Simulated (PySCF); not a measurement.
**Which determinant of RbF lies lowest?**

Unrestricted PBE0; basis Rb def2-SVP with ECP28, F def2-SVP; scalar-relativistic core potentials; PySCF 2.14. Outer shells of the fragments: Rb 5s1; F 2s2 2p5.

Followed along the bond (rough minima from three points):

```json
{"2Ms+1": "1", "unpaired": "none", "⟨S²⟩ at the start": "0.00", "R at minimum (Å)": "2.31", "Te (eV)": "0.00"}
{"2Ms+1": "3", "unpaired": "σ ↑, π ↑", "⟨S²⟩ at the start": "2.00", "R at minimum (Å)": "none in the scan", "Te (eV)": "≤ 4.30"}
```

Solutions found at the starting distance of 2.675 Å, counted from the lowest of them; the search is not exhaustive and high or unbound solutions are not listed, so other states can lie among these:

```tsv
2Ms+1	unpaired	term	E (eV)	⟨S²⟩	⟨Lz²⟩	μ (D)
1	none	¹Σ⁺	0.00	0.00	0.00	-10.18
3	σ ↑, π ↑	³Π	3.99	2.00	1.00	1.51
1	σ ↑, π ↓	mixed	4.00	1.00	1.00	1.69
3	σ ↑↑	³Σ⁺	4.09	2.00	0.00	1.67
3	π ↑↑	mixed	5.24	2.00	2.00	0.16
3	π ↑↑	mixed	5.27	2.00	2.00	0.80
3	σ ↑, π ↑	³Π	5.39	2.00	1.00	1.01
3	π ↑, δ ↑	mixed	6.15	2.00	5.00	0.37
```

A term symbol is given only where ⟨S²⟩ and ⟨Lz²⟩ are close to those of a pure state; real π, δ and φ orbitals otherwise mix terms. A positive dipole means Rb(−)F(+).

Counting both spins, an empty level lies below a filled one in some of these solutions, because spin and occupation are held.
